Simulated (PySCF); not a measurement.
## Correlation energy of Tc⁻ (technetium, charge -1)

[Kr] 4d6 5s2, high-spin 5D determinant. All numbers are calculated (PySCF 2.14, a scalar-relativistic core potential, in aug-cc-pwCVTZ-PP with ECP28MDF (8s8p7d4f3g, 122 functions)). Frozen: 4s2 4p6; 8 electrons correlated.

MP2 pair energies summed by pair of shells (mhartree):

| pair | energy | share (%) |
| --- | --- | --- |
| 4d-4d | -116.71 | 70.6 |
| 4d-5s | -38.03 | 23.0 |
| 5s-5s | -10.63 | 6.4 |

Total MP2 correlation energy: -165.37 mhartree.

Same-spin part -85.33 and opposite-spin part -80.04 mhartree; SCS-MP2 scales them by 1/3 and 6/5 to -124.49 mhartree.

The Hartree-Fock reference does not bind the outermost electron (its level is positive or very diffuse), so these energies belong to a reference that the basis holds together.
